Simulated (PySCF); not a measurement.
Two species compared at the same levels of theory.

First species: C3H10S2Si2.
SMILES: `CC(=S)S[SiH2]C[SiH3]`

Second species: C2H8F3NSi2.
Numbering: `[F:1][C:2]([F:3])([F:4])[SiH2:5][CH2:6][NH:7][SiH3:8]` (hydrogens: H9, H10 on Si5; H11, H12 on C6; H13 on N7; H14, H15, H16 on Si8)

Cartesian coordinates in Å at the GFN2-xTB level; atoms count from 1:
```xyz
16
C2H8F3NSi2 angstrom
F      2.7965   -0.9899   -0.8529
C      2.3521   -0.2334    0.1732
F      3.4475    0.3183    0.7308
F      1.8687   -1.1028    1.0879
Si     1.0307    1.0893   -0.3906
C     -0.4164    0.0581   -1.1014
N     -1.0857   -0.7857   -0.1335
Si    -2.4078   -0.2710    0.8376
H      1.7239    1.8875   -1.3976
H      0.7018    1.8110    0.8344
H     -0.0515   -0.5687   -1.9263
H     -1.1664    0.7274   -1.5268
H     -0.4769   -1.4987    0.2376
H     -3.3664    0.3112   -0.1043
H     -2.0803    0.7513    1.8469
H     -2.8775   -1.4951    1.4760
```

Levels: B3LYP/def2-SVPD for dipole moment, HOMO energy, LUMO energy, HOMO–LUMO gap, static isotropic polarisability and electronic spatial extent ⟨r²⟩ about the centre of nuclear charge; TDDFT B3LYP/def2-SVPD for lowest singlet excitation; TDA B3LYP/def2-SVPD for lowest triplet excitation (Tamm–Dancoff); GFN2-xTB for rotational constant A and rotational constant C. Geometries: GFN2-xTB. All species are isolated and taken at one optimised geometry, non-relativistic unless stated; the electronic structure was computed with PySCF and density fitting.

Dipoles, sizes and rotational constants follow the conformer. The torsions of the flexible species, by atom-mapped SMILES:
- `[CH3:1][C:2](=[S:3])[S:4][SiH2:5][CH2:6][SiH3:7]`: C1–C2–S4–Si5 177°, C2–S4–Si5–C6 -179°, S4–Si5–C6–Si7 63°
- `[F:1][C:2]([F:3])([F:4])[SiH2:5][CH2:6][NH:7][SiH3:8]`: F1–C2–Si5–C6 61°, C2–Si5–C6–N7 64°, Si5–C6–N7–Si8 88°

```csv
property,column X,column Y
dipole moment,1.54 D,2.25 D
HOMO energy,-6.24 eV,-6.62 eV
LUMO energy,-2.17 eV,-0.33 eV
HOMO–LUMO gap,4.07 eV,6.29 eV
lowest singlet excitation,2.76 eV,5.29 eV
lowest triplet excitation (Tamm–Dancoff),2.40 eV,5.08 eV
static isotropic polarisability,135.7 au,89.5 au
electronic spatial extent ⟨r²⟩ about the centre of nuclear charge,2198 bohr²,1773 bohr²
rotational constant A,2.542 GHz,2.605 GHz
rotational constant C,0.515 GHz,0.647 GHz
```

Question: Which column belongs to which species?

Answer: Column X is the first species and column Y the second. The first has 17 atoms and 88 electrons, the second 16 and 82.

Question: How does each property change from the first species to the second?

Answer: dipole moment +0.71 D; HOMO energy -0.38 eV; LUMO energy +1.84 eV; HOMO–LUMO gap +2.22 eV; lowest singlet excitation +2.53 eV; lowest triplet excitation (Tamm–Dancoff) +2.68 eV; static isotropic polarisability -46.2 au; electronic spatial extent ⟨r²⟩ about the centre of nuclear charge -425 bohr²; rotational constant A +0.063 GHz; rotational constant C +0.132 GHz.

On the first: The principal polarisabilities are 101.6, 131.4 and 174.1 au; their mean is the isotropic value. The polarisability is 20.11 Å³ as a volume (1 au = 0.148185 Å³), or 1.54 au for each of the 88 electrons.

On the second: The principal polarisabilities are 81.7, 83.2 and 103.6 au; their mean is the isotropic value. The polarisability is 13.26 Å³ as a volume (1 au = 0.148185 Å³), or 1.09 au for each of the 82 electrons.
